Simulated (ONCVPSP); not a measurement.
## Transferability test, ONCV potential for gold (Au)

ONCVPSP 4.0.1 input, shortened (lines: element, Z, core and valence counts, functional; n l f; lmax; l rc ep ncon nbas qcut; lloc lpopt rc5 dvloc0; l nproj debl; icmod fcfact rcfact), LDA (Perdew-Wang 92), scalar-relativistic:

```
  Au 79.00   10    4  -001012      upf
    1    0    2.00
    2    0    2.00
    2    1    6.00
    3    0    2.00
    3    1    6.00
    3    2   10.00
    4    0    2.00
    4    1    6.00
    4    2   10.00
    4    3   14.00
    5    0    2.00
    5    1    6.00
    5    2   10.00
    6    0    1.00
    3
    0    1.60    0.00    4    7    9.90
    1    1.55    0.00    3    7    9.90
    2    2.05    0.00    4    9    6.20
    3    1.70    0.43    5    9    7.50
    4    5    1.05    4.00
    0    2    2.10
    1    2    1.70
    2    1    2.00
    3    2    3.60
    3    2.00    1.05
```

In the p channel the program set the typed energies aside and used -2.207, 0.250 Ha.

Energies are relative to the spin-unpolarised reference configuration 5s2 5p6 5d10 6s1; without spin polarisation the order of configurations can differ from experiment.

Task: Give the all-electron excitation energy and the error of the potential for: 5s2 5p6 5d10 6s0; 5s2 5p6 5d9 6s0; 5s2 5p6 5d8 6s0; 5s2 5p6 5d10 6s0.5.

Result:

```tsv
valence configuration	charge	ΔE all-electron (eV)	error AE − PS (meV)
5s2 5p6 5d10 6s0	+1	9.767	-2.5
5s2 5p6 5d9 6s0	+2	31.269	-9.7
5s2 5p6 5d8 6s0	+3	65.440	-12
5s2 5p6 5d10 6s0.5	+0.5	3.944	-1.2
```

Levels in the configuration 5s2 5p6 5d8 6s0:

```tsv
level	all-electron (eV)	pseudo (eV)
5s	-145.088	-145.116
5p	-95.985	-96.009
5d	-40.921	-40.903
```
